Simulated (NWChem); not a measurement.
Molecule: CH$_{6}$OSi$_{2}$, singlet; SMILES CO[Si][SiH3]

```xyz
10

Si     0.8526    -0.1624     0.5801
O     -0.3864    -1.0626    -0.1006
C     -0.4162    -2.4672    -0.1605
H     -1.3100    -2.8390     0.3651
H     -0.4795    -2.7894    -1.2119
H      0.4814    -2.9225     0.2979
Si    -0.2573     1.9300     0.0612
H      0.5227     3.1292     0.5103
H     -1.6012     1.9835     0.7263
H     -0.4701     2.0512    -1.4191
```
Atoms are numbered in this order, from 1.

Low-valent species are run as closed-shell singlets; no triplet was tried in these runs. The geometry was optimised at PBE0/def2-SVP.

**Question.** Give the principal values of the shielding tensors (ppm) of Si1, O2, C3, Si7 from LDA (Slater exchange, VWN5)/pcSseg-1, GIAO (NWChem), with their diamagnetic and paramagnetic parts as GIAO splits them.

**Answer.** 
```json
[
 {"atom": "Si1", "σ11": "-1437.6", "σ22": "97.3", "σ33": "212.7", "isotropic": "-375.8", "diamagnetic": "876.5", "paramagnetic": "-1252.3"},
 {"atom": "O2", "σ11": "-763.7", "σ22": "14.3", "σ33": "399.1", "isotropic": "-116.8", "diamagnetic": "396.2", "paramagnetic": "-512.9"},
 {"atom": "C3", "σ11": "77.0", "σ22": "80.3", "σ33": "172.0", "isotropic": "109.8", "diamagnetic": "248.1", "paramagnetic": "-138.4"},
 {"atom": "Si7", "σ11": "418.5", "σ22": "424.6", "σ33": "464.4", "isotropic": "435.8", "diamagnetic": "882.5", "paramagnetic": "-446.7"}
]
```
